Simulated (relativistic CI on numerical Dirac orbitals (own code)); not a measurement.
# Sensitivity of the levels of Eu XLV to α and to the nuclear radius

These numbers are calculated, not measured: Dirac-Coulomb-Breit CI, separate exchange-only KLI orbitals for each configuration, derivatives by finite differences, unscaled Slater integrals, QED left out (own radial code, finite nucleus).

Configuration list (outside the closed core [Ne]): 3s2 3p6 3d, 3s2 3p5 3d2, 3s 3p6 3d2, 3s2 3p6 4s, 3s2 3p6 4p, 3p6 3d3, 3p5 3d4. Double excitations out of closed p, d and f shells are left out; levels of such configurations are missing from the list, as are those of other unlisted configurations, and high levels can miss mixing partners.

With x = (α/α₀)² − 1 an excitation energy changes as ω = ω₀ + qx; K = 2q/ω₀ is the relative enhancement. Terms are leading LS components, so labels can repeat. The field-shift factor is F = δν/δ⟨r²⟩ for the transition from the lowest level.

Lowest level 3s2 3p6 3d 2D_3/2.

```tsv
Level	ω₀ (cm⁻¹)	q (cm⁻¹)	K	F (GHz/fm²)
3s2 3p6 3d 2D_5/2	289152	291400	2.02	4.01
3s2 3p5 3d2 4D°_1/2	1642767	102400	0.125	8.61
3s2 3p5 3d2 4D°_3/2	1644557	80220	0.0976	8.53
3s2 3p5 3d2 4F°_5/2	1690799	81390	0.0963	8.72
3s2 3p5 3d2 4G°_7/2	1714848	70730	0.0825	8.58
3s2 3p5 3d2 4P°_3/2	1847073	110700	0.12	8.89
3s2 3p5 3d2 4D°_5/2	1900160	357600	0.376	12.3
3s2 3p5 3d2 4G°_9/2	1933975	353600	0.366	12.5
3s2 3p5 3d2 4F°_7/2	1946871	368400	0.378	12.7
3s2 3p5 3d2 4D°_3/2	1973362	366800	0.372	12.1
3s2 3p5 3d2 4P°_5/2	1988304	364800	0.367	12.6
3s2 3p5 3d2 2H°_11/2	2002013	366700	0.366	13
3s2 3p5 3d2 2G°_7/2	2014065	359900	0.357	12.6
3s2 3p5 3d2 4P°_1/2	2055204	368600	0.359	12.2
3s2 3p5 3d2 2F°_7/2	2083134	367200	0.353	13
3s2 3p5 3d2 4D°_5/2	2097943	367500	0.35	12.9
3s2 3p5 3d2 2G°_9/2	2114663	381700	0.361	13.2
3s2 3p5 3d2 2D°_3/2	2117159	372200	0.352	12.7
3s2 3p5 3d2 2D°_3/2	2228835	414200	0.372	6.95
3s2 3p5 3d2 4G°_11/2	2236206	617900	0.553	16.5
3s2 3p5 3d2 2D°_5/2	2272865	615500	0.542	15.8
3s2 3p5 3d2 2F°_5/2	2295743	432500	0.377	10.9
3s2 3p5 3d2 2G°_9/2	2309199	615200	0.533	16.5
```

At this charge energies of transitions that change n are usually good to better than 1 %, and those within a shell (Δn = 0) to a few per cent.
